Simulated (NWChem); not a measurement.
## A calculation on H₂Al (+1)

SMILES: [AlH2+]
```xyz
3

Al     0.0000     0.0000     0.0000
H      0.0000     0.0000     1.5579
H      0.0000     0.0000    -1.5579
```
Charge +1, spin multiplicity 1.

The numbers come from NWChem runs, not from measurements. The geometry was optimised at PBE0/def2-SVP, a minimum by its harmonic frequencies.

Symmetry labels belong to the abelian group D2h used in the runs, with the axes of the coordinates shown; states degenerate in a higher group split over its labels.

The spin multiplicity of the parent species was assumed, not shown to be that of its ground state. The structure started from a generated list of species.

Q: List the lowest 3 singlet excitations that CIS/aug-cc-pVDZ gives, with oscillator strengths.

A: 
```tsv
state	symmetry	energy (eV)	wavelength (nm)	f
1	b2g	7.11	174	0.000
2	b3g	7.11	174	0.000
3	b1u	9.80	127	1.056
```
